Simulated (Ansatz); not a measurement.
## Ligand exchange: SnH3Br + GeH(CH3)2(SiH3) → SiH3(SnH3) + GeH(CH3)2Br

Species: SnH3Br `[Br][SnH3]`, singlet; GeH(CH3)2(SiH3), singlet; SiH3(SnH3), singlet; GeH(CH3)2Br, singlet. The partners trade Br for SiH3: Sn–Br and Ge–SiH3 bonds give way to Sn–SiH3 and Ge–Br.

Shapes, held fixed at every level: PBE0-D4/def2-TZVP. Programs: Ansatz 0.2.0. Electronic energies: no zero-point or thermal term.

```json
{"level": "HF/def2-TZVPP", "kind": "Hartree–Fock", "ΔE (kJ/mol)": "-6.6", "less CCSD(T)/def2-TZVPP": "+3.6"}
{"level": "r2SCAN-D4/def2-TZVPP", "kind": "meta-GGA", "ΔE (kJ/mol)": "-7.2", "less CCSD(T)/def2-TZVPP": "+3.0"}
{"level": "B3LYP-D4/def2-TZVPP", "kind": "global hybrid", "ΔE (kJ/mol)": "-6.4", "less CCSD(T)/def2-TZVPP": "+3.8"}
{"level": "PBE0-D4/def2-TZVPP", "kind": "global hybrid", "ΔE (kJ/mol)": "-8.1", "less CCSD(T)/def2-TZVPP": "+2.1"}
{"level": "wB97M-V/def2-TZVPP", "kind": "range-separated hybrid", "ΔE (kJ/mol)": "-8.8", "less CCSD(T)/def2-TZVPP": "+1.4"}
{"level": "MP2/def2-TZVPP", "kind": "perturbation theory", "ΔE (kJ/mol)": "-12.8", "less CCSD(T)/def2-TZVPP": "-2.6"}
{"level": "CCSD(T)/def2-TZVPP", "kind": "coupled cluster or CI", "ΔE (kJ/mol)": "-10.2", "less CCSD(T)/def2-TZVPP": "0.0"}
```

The highest level, CCSD(T)/def2-TZVPP, gives ΔE = -10.2 kJ/mol; the levels span -12.8 to -6.4. The column of differences is taken from that level and isn't an error. No measured value is set beside it here. For atoms past krypton def2 sets carry core potentials with scalar relativity. Relativity is left out for Br, Ge unless named. Correlated rows may include outer-core shells of Br, Ge, Sn, which these sets cover unevenly.
